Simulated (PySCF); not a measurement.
A series of related molecules.

All values: B3LYP/def2-SVPD (PySCF) at PBE0-D3(BJ)/def2-SVP geometries, gas phase, one conformer each. Core orbitals are frozen in the response; Δα² is half the sum of the squared differences of the principal polarisabilities. The calculation is non-relativistic, for germanium too.

Question: Rank by polarisability anisotropy Δα, lowest first.
A. `[SiH3:1][Si@@H:2]([GeH3:3])[c:4]1[cH:5][cH:6][cH:7][s:8]1` with Si1–Si2–C4–C5 -115°
B. `[OH:1][B:2]([OH:3])[Si@H:4]([SiH3:5])[GeH3:6]` with H–O1–B2–O3 0°, O1–B2–O3–H 1°, O1–B2–Si4–Si5 120°
C. `[SiH3:1][CH2:2][Si@@H:3]([SiH3:4])[GeH3:5]` with Si1–C2–Si3–Si4 -58°

Answer: C (3.67 Å³), B (5.02 Å³), A (8.87 Å³).

Question: Rank by HOMO–LUMO gap, highest first.
A. `[SiH3][Si@@H]([GeH3])c1cccs1`
B. `C([Si@H]([GeH3])[SiH3])[SiH3]`
C. `OB(O)[Si@H]([SiH3])[GeH3]`
D. `CC(=O)[Si@@H]([SiH3])[GeH3]`

Answer: B (7.05 eV), C (6.60 eV), A (5.58 eV), D (5.15 eV).

Question: Rank by dipole moment, highest first.
A. `[SiH3:1][CH2:2][Si@@H:3]([SiH3:4])[GeH3:5]` with Si1–C2–Si3–Si4 -58°
B. `[CH3:1][C:2](=[O:3])[Si@@H:4]([SiH3:5])[GeH3:6]` with C1–C2–Si4–Si5 67°
C. `[OH:1][B:2]([OH:3])[Si@H:4]([SiH3:5])[GeH3:6]` with H–O1–B2–O3 0°, O1–B2–O3–H 1°, O1–B2–Si4–Si5 120°

Answer: C (3.58 D), B (2.46 D), A (1.08 D).

All values together:

| SMILES | formula | μ (D) | HOMO (eV) | LUMO (eV) | α (Å³) | Δα (Å³) | electrons | α per electron (Å³) | ΔSCF removal energy (eV) |
| --- | --- | --- | --- | --- | --- | --- | --- | --- | --- |
| [SiH3][Si@@H]([GeH3])c1cccs1 | C4H10GeSSi2 | 1.03 | -6.73 | -1.15 | 23.68 | 8.87 | 110 | 0.215 | 8.46 |
| [SiH3]C[Si@@H]([SiH3])[GeH3] | CH12GeSi3 | 1.08 | -7.56 | -0.51 | 20.03 | 3.67 | 92 | 0.218 | 9.43 |
| CC(=O)[Si@@H]([SiH3])[GeH3] | C2H10GeOSi2 | 2.46 | -6.78 | -1.63 | 18.51 | 5.11 | 90 | 0.206 | 8.82 |
| OB(O)[Si@H]([SiH3])[GeH3] | BGeH9O2Si2 | 3.58 | -7.45 | -0.85 | 17.98 | 5.02 | 90 | 0.200 | 9.36 |

Conformers: `[SiH3:1][Si@@H:2]([GeH3:3])[c:4]1[cH:5][cH:6][cH:7][s:8]1` with Si1–Si2–C4–C5 -115°; `[SiH3:1][CH2:2][Si@@H:3]([SiH3:4])[GeH3:5]` with Si1–C2–Si3–Si4 -58°; `[CH3:1][C:2](=[O:3])[Si@@H:4]([SiH3:5])[GeH3:6]` with C1–C2–Si4–Si5 67°; `[OH:1][B:2]([OH:3])[Si@H:4]([SiH3:5])[GeH3:6]` with H–O1–B2–O3 0°, O1–B2–O3–H 1°, O1–B2–Si4–Si5 120°.
